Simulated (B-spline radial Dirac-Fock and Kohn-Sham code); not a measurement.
L1 emission of Bi²⁺

System: the Bi²⁺ ion in the configuration [Xe] 4f14 5d10 6s2 6p1.

The computed values come from an atomic code on a B-spline grid: independent-particle rates on relativistic LDA orbitals of the hole state (multipoles up to L = 3, Coulomb Auger matrix elements, transition energies from Dirac-Fock).

```
 line  multipole  energy (eV)  width (meV)  share (%)
L1-L2         E1        682.1        0.236     0.0163
L1-L3         E1       2975.1         47.7       3.29
  Lβ4         E1      12691.9          489       33.8
  Lβ3         E1      13210.6          526       36.3
L1-M4         E2      13704.6         18.2       1.26
L1-M5         E2      13812.7         27.3       1.88
  Lγ2         E1      15580.9          126       8.71
  Lγ3         E1      15709.6          148       10.3
L1-N4         E2      15925.8         2.76      0.190
L1-N5         E2      15949.8         4.38      0.302
L1-O2         E1      16273.9         25.8       1.78
  Lγ4         E1      16298.4         30.1       2.08
L1-O4         E2      16367.9        0.358     0.0247
L1-O5         E2      16370.9        0.566     0.0391
L1-P2         E1      16396.1        0.584     0.0403
L1-P3         E1      16398.7        0.688     0.0475
```

The listed lines hold 100.0 % of the radiative rate. The radiative width is 1.45 eV in the length form and 1.46 eV in the velocity form; the two differ because the transition energies are not eigenvalue differences of the potential that gave the orbitals.
